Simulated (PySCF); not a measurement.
Correlation energy of Kr³¹⁺ (krypton, charge +31)

Starting occupation: [He] 2s2 2p1, 2p3/2 with m_j = +3/2. All numbers are calculated (PySCF 2.14, X2C-1e with screened-nucleus spin-orbit coupling, Gaussian nucleus, in an uncontracted even-tempered set (17 s from 12 bohr⁻², ratio 2.4; 12 p from 15 bohr⁻², ratio 2.4; 5 d from 51 bohr⁻², ratio 2.6; 4 f from 76 bohr⁻², ratio 2.6)). Frozen: nothing; 5 electrons correlated; the 34 highest virtual spinors left out.

MP2 pair energies summed by pair of shells (mhartree):

```csv
pair,energy,share (%)
2s1/2-2s1/2,-130.47,54.8
1s1/2-1s1/2,-44.42,18.6
2p3/2-2s1/2,-38.55,16.2
1s1/2-2s1/2,-15.34,6.4
1s1/2-2p3/2,-9.51,4.0
```

Total MP2 correlation energy: -238.30 mhartree.

At this charge the one-electron X2C treatment keeps the bare 1/r₁₂, with no two-electron picture change or Breit term. That inflates the 1s pair energies well beyond their four-component values.
